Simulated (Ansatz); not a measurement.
Program: Ansatz. Geometries: PBE0-D4/def2-TZVP. ΔE: electronic, gas phase. CCSD(T)/CBS adds triple-zeta CCSD(T) − MP2 to the extrapolated MP2 energy (def2 sets, frozen cores). This one scheme is used for every species. Functionals use def2-TZVPP. Elements past krypton have def2 core potentials. For Sb outer-core shells are correlated without core-valence functions, which leaves a few kJ/mol of doubt a bond. Each species was taken in one conformer, which may not be the lowest.

Consider the substitution at a C–Si bond: `[SiH3][CH2][SbH2]` + CH₃OH → `CO[CH2][SbH2]` + SiH₄.

`[SiH3][CH2][SbH2]`:

```xyz
10

Si   -0.744   -1.018   -0.001
C     0.549    0.055    0.808
Sb    1.107    1.807   -0.345
H    -1.081   -2.201    0.842
H    -0.248   -1.509   -1.314
H    -1.988   -0.235   -0.222
H     1.472   -0.505    0.982
H     0.205    0.422    1.778
H    -0.510    2.235   -0.709
H     1.239    0.948   -1.820
```

CH₃OH:

```xyz
6

C    -0.186   -0.125    0.277
O     0.203    0.005   -1.071
H    -0.990   -0.861    0.308
H    -0.568    0.815    0.695
H     0.631   -0.486    0.915
H     0.910    0.651   -1.123
```

`CO[CH2][SbH2]`:

```xyz
11

C     1.831    0.361    0.220
O     0.779   -0.514   -0.095
C    -0.447    0.153   -0.222
Sb   -1.933   -1.359   -0.709
H     2.742   -0.234    0.298
H     1.965    1.122   -0.561
H     1.653    0.871    1.176
H    -0.725    0.671    0.704
H    -0.424    0.891   -1.036
H    -2.236   -1.751    0.928
H    -3.205   -0.211   -0.702
```

SiH₄:

Z-matrix (Å, degrees):
```
Si
H 1 1.485
H 1 1.485 2 109.5
H 1 1.485 2 109.5 3 -120.0
H 1 1.485 2 109.5 3 120.0
```

| level | ΔE (kJ/mol) |
| --- | --- |
| PBE0-D4 | 91.6 |
| r2SCAN | 88.5 |
| CCSD/def2-TZVPP | 89.3 |
| SCS-MP2/def2-QZVPP | 93.5 |

Question: What does CCSD(T)/CBS give? (Estimate.)

Answer: Ansatz gave: +94.9 kJ/mol. The listed levels differ from it by -3.3, -6.4, -5.6, -1.4 kJ/mol.

Largest T1 diagnostic among the species: 0.013.

In def2-TZVPP, CCSD(T) changes the Hartree–Fock value by +9.3 kJ/mol (the triples alone add +0.2 kJ/mol) and MP2 by +17.0 kJ/mol. From PBE to PBE0 (25 % exact exchange), in def2-TZVPP and without D4, ΔE moves by +5.2 kJ/mol.
